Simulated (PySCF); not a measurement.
pyrazine-2-carbonitrile (C₅H₃N₃), SMILES N#Cc1cnccn1. Geometry optimised at PBE-D3(BJ)/def2-SVP.

Method: PBE-D3(BJ)/def2-SVP in PySCF 2.14.0.

Harmonic wavenumbers (cm⁻¹): 129, 160, 310, 410, 482, 559, 587, 622, 760, 809, 853, 934, 969, 999, 1053, 1169, 1225, 1271, 1284, 1384, 1450, 1551, 1569, 2281, 3087, 3097, 3103. Rotational constants (GHz): 5.937, 1.598, 1.259; symmetry number 1.

Work out the zero-point energy and the ideal-gas rigid-rotor harmonic-oscillator thermochemistry at 298.15 K and 1 atm.

ZPE = ½ Σ hcν = ½ × 32108 cm⁻¹ = 192.05 kJ/mol. H − E(el) = 210.41 kJ/mol. Entropy in J/(mol K): translation 166.80, rotation 115.85, vibration 46.54, total 329.19. G − E(el) = 112.26 kJ/mol. Cp = 99.88 J/(mol K). Modes under 150 cm⁻¹ make the vibrational entropy uncertain.
